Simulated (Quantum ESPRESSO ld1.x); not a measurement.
Results of a calculation; reference values are marked as such.
Q: The table gives one normalised radial function P(r) = r R(r) of Ag38+ in [He] 2s2 2p5 (r in bohr). Level of theory: scalar-relativistic Kohn-Sham, LDA (Slater exchange, Perdew-Zunger correlation), spin-unpolarised, spherical densities, point nucleus (ld1.x of Quantum ESPRESSO 7.5).

r             P
0.002834  0.0271
0.00317   0.0331
0.003517  0.0398
0.003934  0.0486
0.004365  0.0584
0.004882  0.0712
0.005461  0.0867
0.006059  0.1041
0.006777  0.1265
0.00752   0.1515
0.008412  0.1836
0.009333  0.2191
0.01044   0.2646
0.01168   0.3186
0.01296   0.3777
0.01449   0.4521
0.01608   0.5325
0.01799   0.6326
0.01996   0.7391
0.02232   0.8695
0.02497   1.0168
0.0277    1.1687
0.03099   1.3480
0.03438   1.5276
0.03846   1.7322
0.04267   1.9286
0.04773   2.1412
0.05339   2.3470
0.05924   2.5234
0.06626   2.6868
0.07352   2.8037
0.08224   2.8807
0.09125   2.8977
0.1021    2.8496
0.1142    2.7288
0.1267    2.5529
0.1417    2.3022
0.1572    2.0245
0.1758    1.6952
0.1951    1.3807
0.2182    1.0547
0.2441    0.7617
0.2709    0.5324
0.303     0.3385
0.3362    0.2074
0.376     0.1126
0.4172    0.0586
0.4667    0.0261
0.522     0.0103
0.5792    0.0039
0.6478    0.0012
0.7188    0.0003
0.804     0.0001
0.8921    0.0000
0.9979    0.0000

Which n and l does it have? It may be an empty orbital.

A: n = 2, l = 1: the number of nodes gives n - l - 1 = 0, the rise at small r (about r^(l+1), flatter next to the nucleus through relativity) gives l, and the extent must fit the shell. The curve is that of 2p. 2p: eigenvalue -5718.2 eV, 0 radial nodes, <r> = 0.114 bohr, 90 % of the charge inside 0.184 bohr.
